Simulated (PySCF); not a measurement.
C2H8F2Si2, SMILES [SiH3]C(C(F)F)[SiH3].

Coordinates come from a B3LYP-D3(BJ)/def2-SVP optimisation. This is a generated structure with no PubChem entry under its InChIKey; it may be hypothetical. The values are those of a single conformer.

Method: B3LYP-D3(BJ)/def2-SVP (PySCF).

Frequencies are harmonic and unscaled.

Problem. Give all harmonic wavenumbers and intensities. (An estimate is asked for; the answer gives what the named calculation found.)

Solution. 
```tsv
mode	ν (cm⁻¹)	IR (km/mol)	moving atoms (share of kinetic energy)
1	66	1.1	F 71 %, Si 20 %
2	130	0.3	H 79 %, Si 12 %
3	150	0.2	H 76 %, Si 18 %
4	161	0.3	F 34 %, Si 34 %, H 22 %, C 10 %
5	171	1.8	Si 35 %, H 35 %, F 27 %
6	198	2.7	H 33 %, Si 28 %, F 24 %, C 15 %
7	377	8.7	F 53 %, Si 32 %, C 8 %
8	479	19.2	F 38 %, H 37 %, C 21 %
9	531	3.8	H 31 %, Si 28 %, C 21 %, F 19 %
10	572	4.5	H 61 %, F 23 %, C 8 %
11	593	4.7	H 76 %, Si 10 %
12	609	11.8	H 64 %, F 13 %, Si 13 %, C 10 %
13	712	21.5	H 57 %, C 29 %, Si 13 %
14	801	35.7	C 46 %, H 36 %, F 9 %, Si 8 %
15	849	24.3	C 47 %, H 32 %, F 11 %, Si 9 %
16	915	327.7	H 93 %
17	948	26.5	H 94 %
18	949	103.4	H 93 %
19	953	64.0	H 95 %
20	960	64.9	H 96 %
21	962	81.1	H 92 %
22	977	48.9	H 54 %, C 33 %, F 12 %
23	1054	19.4	H 60 %, C 31 %
24	1104	194.5	C 63 %, F 23 %, H 14 %
25	1156	133.6	C 58 %, H 21 %, F 21 %
26	1257	60.2	H 56 %, C 42 %
27	1380	75.3	H 72 %, C 27 %
28	1390	18.9	H 83 %, C 16 %
29	2220	85.7	H 97 %
30	2221	82.8	H 97 %
31	2237	129.2	H 97 %
32	2242	81.8	H 97 %
33	2245	39.9	H 96 %
34	2255	118.1	H 96 %
35	3052	7.6	H 92 %
36	3066	36.6	H 92 %, C 8 %
```
